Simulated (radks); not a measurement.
Kr3+, configuration [Ar] 3d9 4s2 4p4 (not the ground configuration).

Calculated with a radial shooting solver on a logarithmic mesh with Libxc functionals: non-relativistic Kohn-Sham, revTPSS, spin-unpolarised, spherical densities, point nucleus; meta-GGA in the generalised Kohn-Sham scheme.

Energy parts (hartree):
| part | energy |
|---|---|
| total | -2747.09037 |
| kinetic | 2745.58806 |
| electron-nucleus | -6503.95271 |
| Hartree | 1104.02207 |
| exchange-correlation | -92.74778 |

Orbitals (lengths in bohr, moments of r in powers of bohr; <r^-3> diverges for s and p1/2; r(max) is where P^2 peaks):
| orbital | occ. | eigenvalue (hartree) | r(max) | <1/r> | <r^-3> |
|---|---|---|---|---|---|
| 1s | 2 | -513.7649 | 0.02804 | 35.51 | - |
| 2s | 2 | -68.73697 | 0.1580 | 7.896 | - |
| 2p | 6 | -62.28878 | 0.1252 | 7.867 | 1385 |
| 3s | 2 | -11.43260 | 0.4742 | 2.652 | - |
| 3p | 6 | -9.13963 | 0.4647 | 2.546 | 208.4 |
| 3d | 9 | -5.07787 | 0.4057 | 2.328 | 28.18 |
| 4s | 2 | -2.27076 | 1.291 | 0.9195 | - |
| 4p | 4 | -1.69616 | 1.403 | 0.8200 | 25.38 |
| 4d | 0 | -0.86412 | 1.828 | 0.5952 | 2.083 |
| 5s | 0 | -0.73951 | 3.166 | 0.3863 | - |

The highest occupied level is 4p at -46.155 eV. Summed over all electrons, <r^2> = 22.58 bohr^2, which gives a Langevin (diamagnetic) susceptibility term of -17.9 x 10^-6 cm^3/mol. Virial ratio -V/T = 2.00055. The density falls to 0.001 e/bohr^3 at r = 3.25 bohr. The electron density at the nucleus is 3.23e+04 e/bohr^3.
